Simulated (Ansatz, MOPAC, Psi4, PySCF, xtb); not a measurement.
Pair of molecules: HF (SMILES F) (first 2 atoms) with CH3Br (SMILES CBr); geometry from B3LYP-D3(BJ)/def2-TZVP, rigid monomers moved along the line of their centres of mass till H2···Br4 is 2.71 Å.
(charge 0, multiplicity 1):
```tsv
atom	x (Å)	y (Å)	z (Å)
F	-0.0394	-0.1485	0.6416
H	-0.0625	-0.6487	1.4319
C	-0.2681	0.9932	4.1878
Br	-0.1899	-0.9705	4.1220
H	-1.2066	1.2592	4.6600
H	-0.2184	1.3463	3.1642
H	0.5825	1.3267	4.7705
```

```json
[
 {"level": "GFN-FF", "interaction energy (kJ/mol)": "-11.5", "minus CCSD(T)/CBS(aug-cc-pVDZ, aug-cc-pVTZ)": "5.2", "cost": "-"},
 {"level": "PM7", "interaction energy (kJ/mol)": "-1.8", "minus CCSD(T)/CBS(aug-cc-pVDZ, aug-cc-pVTZ)": "15.0", "cost": "-"},
 {"level": "HF/STO-3G (no counterpoise)", "interaction energy (kJ/mol)": "-7.0", "minus CCSD(T)/CBS(aug-cc-pVDZ, aug-cc-pVTZ)": "9.7", "cost": "-"},
 {"level": "HF/3-21G (no counterpoise)", "interaction energy (kJ/mol)": "-17.8", "minus CCSD(T)/CBS(aug-cc-pVDZ, aug-cc-pVTZ)": "-1.0", "cost": "-"},
 {"level": "PBE/def2-TZVPPD", "interaction energy (kJ/mol)": "-16.8", "minus CCSD(T)/CBS(aug-cc-pVDZ, aug-cc-pVTZ)": "0.0", "cost": "×1"},
 {"level": "r2SCAN-D3(BJ)/def2-TZVPPD", "interaction energy (kJ/mol)": "-18.5", "minus CCSD(T)/CBS(aug-cc-pVDZ, aug-cc-pVTZ)": "-1.8", "cost": "×2"},
 {"level": "r2SCAN-D4/def2-TZVPPD", "interaction energy (kJ/mol)": "-18.4", "minus CCSD(T)/CBS(aug-cc-pVDZ, aug-cc-pVTZ)": "-1.6", "cost": "×2"},
 {"level": "B3LYP/3-21G (no counterpoise)", "interaction energy (kJ/mol)": "-23.4", "minus CCSD(T)/CBS(aug-cc-pVDZ, aug-cc-pVTZ)": "-6.6", "cost": "-"},
 {"level": "B3LYP/6-31G*", "interaction energy (kJ/mol)": "-13.7", "minus CCSD(T)/CBS(aug-cc-pVDZ, aug-cc-pVTZ)": "3.0", "cost": "-"},
 {"level": "PBE0/def2-TZVPPD", "interaction energy (kJ/mol)": "-16.1", "minus CCSD(T)/CBS(aug-cc-pVDZ, aug-cc-pVTZ)": "0.7", "cost": "×2"},
 {"level": "M06-2X/6-31G* (no counterpoise)", "interaction energy (kJ/mol)": "-19.7", "minus CCSD(T)/CBS(aug-cc-pVDZ, aug-cc-pVTZ)": "-2.9", "cost": "-"},
 {"level": "wB97M-V/def2-TZVPPD", "interaction energy (kJ/mol)": "-17.0", "minus CCSD(T)/CBS(aug-cc-pVDZ, aug-cc-pVTZ)": "-0.3", "cost": "×4"},
 {"level": "MP2/6-31G*", "interaction energy (kJ/mol)": "-11.8", "minus CCSD(T)/CBS(aug-cc-pVDZ, aug-cc-pVTZ)": "4.9", "cost": "-"},
 {"level": "MP2/6-31G* (no counterpoise)", "interaction energy (kJ/mol)": "-18.7", "minus CCSD(T)/CBS(aug-cc-pVDZ, aug-cc-pVTZ)": "-1.9", "cost": "-"},
 {"level": "MP2/aug-cc-pVTZ", "interaction energy (kJ/mol)": "-16.0", "minus CCSD(T)/CBS(aug-cc-pVDZ, aug-cc-pVTZ)": "0.7", "cost": "-"},
 {"level": "SCS-MP2/aug-cc-pVDZ", "interaction energy (kJ/mol)": "-13.4", "minus CCSD(T)/CBS(aug-cc-pVDZ, aug-cc-pVTZ)": "3.4", "cost": "-"},
 {"level": "CCSD/aug-cc-pVTZ", "interaction energy (kJ/mol)": "-15.2", "minus CCSD(T)/CBS(aug-cc-pVDZ, aug-cc-pVTZ)": "1.5", "cost": "-"},
 {"level": "CCSD(T)/aug-cc-pVTZ", "interaction energy (kJ/mol)": "-16.2", "minus CCSD(T)/CBS(aug-cc-pVDZ, aug-cc-pVTZ)": "0.6", "cost": "×200*"},
 {"level": "CCSD(T)/CBS(aug-cc-pVDZ, aug-cc-pVTZ)", "interaction energy (kJ/mol)": "-16.8", "minus CCSD(T)/CBS(aug-cc-pVDZ, aug-cc-pVTZ)": "0.0", "cost": "×200*"},
 {"level": "SAPT0/aug-cc-pVDZ", "interaction energy (kJ/mol)": "-16.9", "minus CCSD(T)/CBS(aug-cc-pVDZ, aug-cc-pVTZ)": "-0.2", "cost": "-"}
]
```

 The comparison column counts from a level with limits of its own.

The rows run from -23.4 (B3LYP/3-21G (no counterpoise)) to -1.8 kJ/mol (PM7). In aug-cc-pVTZ the value moves MP2 -16.0, CCSD -15.2, CCSD(T) -16.2, a shift of -0.1 from MP2 to CCSD(T). The 3 functionals in def2-TZVPPD without D3 or D4 span 1.0, from wB97M-V to PBE0.

Monomers are frozen at their geometry in the pair; levels with a basis set take the counterpoise correction. Rows marked so take none.

Correlated levels freeze the cores. Filled d and f shells under p-block atoms count as core. CBS: X⁻³ extrapolation of the correlation energy, Hartree–Fock from the larger set. Rows in 3-21G, 6-31G*, STO-3G carry no dispersion term and start afresh at each structure (6-31G* with six Cartesian d functions); the Pople sets are all-electron and without relativity. MP2/6-31G* freezes PySCF's default core, which leaves 3d correlated. The state reached by PM7 isn't checked; PM7 holds dispersion and hydrogen-bond terms.

Run with Ansatz (a quantum-chemistry and plane-wave program); MOPAC for PM7 (differences of heats of formation); Psi4 for SAPT; PySCF for 3-21G rows, 6-31G* rows, STO-3G rows, the dispersion terms; xtb for the GFN methods. Each number belongs to the level named beside it.

Costs are rough ratios of core time to PBE/def2-TZVPPD (about 3 s over the structures, on one shared machine); a dash marks a level with no comparable run of its own. A star marks coupled-cluster runs past 200 virtual orbitals, where the program's memory plan changes under this machine's limit, so their costs aren't comparable with smaller runs.
